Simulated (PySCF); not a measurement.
# Correlation energy of Cd+ (cadmium, charge +1)

[Kr] 4d9 5s1 5p1, one real determinant (an excited configuration). All numbers are calculated (PySCF 2.14, scalar relativity by spin-free X2C-1e, in x2c-QZVPPall). Frozen: [Kr]; 11 electrons correlated.

MP2 pair energies summed by pair of shells (mhartree):

```csv
pair,energy,share (%)
4d-4d,-290.84,83.8
4d-5s,-35.12,10.1
4d-5p,-19.25,5.5
5s-5p,-2.00,0.6
```

Total MP2 correlation energy: -347.20 mhartree.

Same-spin part -133.66 and opposite-spin part -213.54 mhartree; SCS-MP2 scales them by 1/3 and 6/5 to -300.80 mhartree.

The basis was made for the ground configuration and has no added diffuse functions, which can raise the energy of the promoted electron.

The reference is one real determinant that mixes LS terms of this configuration.
